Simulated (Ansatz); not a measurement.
Two isomers of C2H6InNO: A = `C1[NH][InH][CH2]O1`, B = `[CH3][In]([NH2])[CH]=O`.

Gas-phase electronic energies from Ansatz, PBE0-D4/def2-TZVP geometries. CCSD(T)/CBS is the MP2 limit (def2-TZVPP, def2-QZVPP) plus CCSD(T) − MP2 in def2-TZVPP, frozen cores. Functionals use def2-TZVPP. Elements past krypton have def2 core potentials. For In outer-core shells are correlated without core-valence functions, which leaves a few kJ/mol of doubt a bond. Each species was taken in one conformer, which may not be the lowest.

A:

Z-matrix (Å, degrees):
```
C
O 1 1.425
N 1 1.435 2 112.6
H 1 1.093 2 105.3 3 -122.7
H 1 1.104 2 106.9 3 122.1
C 2 1.408 1 112.3 3 -53.3
In 3 2.047 1 108.9 2 25.3
H 3 1.006 1 113.9 2 -123.1
H 6 1.088 2 108.2 1 169.7
H 6 1.100 2 111.7 1 -70.2
H 7 1.697 3 123.7 1 -179.5
```

B:

```xyz
11

C     0.625   -1.809    0.692
In   -0.013    0.111   -0.014
N    -1.323    0.177   -1.548
C     0.530    2.160    0.664
O     1.331    2.365    1.536
H     0.367   -2.580   -0.034
H     0.132   -2.035    1.639
H     1.703   -1.814    0.858
H    -1.690    1.022   -1.953
H    -1.700   -0.634   -2.011
H     0.038    3.038    0.171
```

Q: Which isomer does CCSD(T)/CBS put lower? Give the gap. (An estimate is asked.)

A: Ansatz gave: B, by 54.0 kJ/mol.

Q: Give E(B) − E(A) in kJ/mol with PBE-D4, HF/def2-TZVPP, PBE0-D4, B2PLYP, CCSD(T)/def2-TZVPP, BLYP-D4, ωB97M-V. (An estimate is asked.)

A: Computed: PBE-D4 -49.7, HF/def2-TZVPP -78.8, PBE0-D4 -40.7, B2PLYP -65.1, CCSD(T)/def2-TZVPP -56.1, BLYP-D4 -71.1, ωB97M-V -53.3. None reverses the order clearly.

Largest T1 diagnostic: 0.016.

Leaving LDA and LC-ωPBE aside and taking each functional with its dispersion term where it has one, the values, not all of them listed here, spread over 30.6 kJ/mol, from BLYP-D4 to PBE-QIDH. LDA lies +56.5 kJ/mol from PBE without D4. From PBE to PBE0 (25 % exact exchange), in def2-TZVPP and without D4, E(B) − E(A) moves by +10.1 kJ/mol.
